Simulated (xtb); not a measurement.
Input for xtb: GFN2-xTB on C2H5B (SMILES BC=C), a point of a bond scan (R = 1.900 Å).

```
$ xtb mol.xyz --gfn 2 --sp --chrg 0 --uhf 0
8

B     -0.19234175     0.13481091     1.34229151
H     -0.50441493     1.28521043     1.41149558
H     -0.13703202    -0.51541306     2.34021942
C      0.12716890    -0.46653708    -0.03328683
C      0.06087359     0.27672265    -1.14769155
H      0.41541955    -1.50959045    -0.14140796
H      0.44533461    -0.41512683    -2.87473823
H     -0.22108437     1.32324500    -1.10131893
```

Task: Predict the final total energy.

Result: -7.8967 hartree.
